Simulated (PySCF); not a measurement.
Neon: a sound run and one with changed settings

Sound run: Ne⁺ [He] 2s2 2p5, Ne²⁺ [He] 2s2 2p4. Calculation: PySCF 2.14, in def2-SVP (3s2p1d, 14 functions); no relativity, point nucleus. In the sound run the correlated levels freeze 1s2. The sound run starts from symmetry-adapted Hartree-Fock orbitals and uses a fine grid where one is needed.

Changed run: all electrons correlated in a basis built for the valence shell.

| species | method | sound run (hartree) | changed run (hartree) | converged |
| --- | --- | --- | --- | --- |
| Ne⁺ | MP2 | -127.77835 | -127.78007 | yes |
| Ne⁺ | CCSD(T) | -127.79004 | -127.79161 | yes |
| Ne²⁺ | MP2 | -126.28419 | -126.28576 | yes |
| Ne²⁺ | CCSD(T) | -126.29761 | -126.29907 | yes |

Ionisation energy of Ne⁺:

| method | sound run (eV) | changed run (eV) |
| --- | --- | --- |
| UHF | 39.547 | 39.547 |
| MP2 | 40.658 | 40.662 |
| SCS-MP2 | 40.604 | 40.606 |
| CCSD | 40.600 | 40.604 |
| CCSD(T) | 40.611 | 40.614 |

A valence basis has no tight correlating functions, so it recovers only part of the core correlation, and not evenly between atom and ion.

For comparison, NIST gives 40.963 eV between the lowest levels.
